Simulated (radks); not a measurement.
All-electron atom: Os24+ in [Kr] 4d10 4f6 (the NIST ground configuration).

Method: scalar-relativistic Kohn-Sham, SCAN, spin-polarised, spherical densities, finite nucleus; open shells are filled with parallel spins first (spin-orbit coupling, left out, can overturn this in heavy ions); meta-GGA in the generalised Kohn-Sham scheme; Fermi nuclear charge, rms radius 5.4126 fm; computed with a radial shooting solver on a logarithmic mesh with Libxc functionals.

Energy parts (hartree):
| part | energy |
|---|---|
| total | -17004.6121 |
| kinetic | 18867.4524 |
| electron-nucleus | -40718.8325 |
| Hartree | 5158.5425 |
| exchange-correlation | -311.7745 |

Orbitals (lengths in bohr, moments of r in powers of bohr; r(90%) holds 90 % of the orbital's charge):
orbital,occ.,eigenvalue (hartree),r(90%)
1s down,1,-2743.953,0.0323
1s up,1,-2743.952,0.0323
2s up,1,-500.9628,0.116
2s down,1,-500.9488,0.116
2p up,3,-439.5678,0.110
2p down,3,-439.5573,0.110
3s up,1,-137.6474,0.284
3s down,1,-137.3939,0.283
3p up,3,-119.5021,0.290
3p down,3,-119.2345,0.290
3d up,5,-99.20162,0.273
3d down,5,-98.98348,0.272
4s up,1,-48.91071,0.595
4s down,1,-48.46660,0.597
4p up,3,-42.67275,0.630
4p down,3,-42.24407,0.632
4d up,5,-34.97929,0.664
4d down,5,-34.54126,0.667
4f up,6,-26.59123,0.681

The highest occupied level is 4f up at -723.58 eV. Spin moment in Bohr magnetons: 6. The density falls to 0.001 e/bohr^3 at r = 1.34 bohr. The electron density at the nucleus is 1.787e+06 e/bohr^3 (large components only).

Empty levels of this run are not shown, since the potential may be unsettled where no density lies.
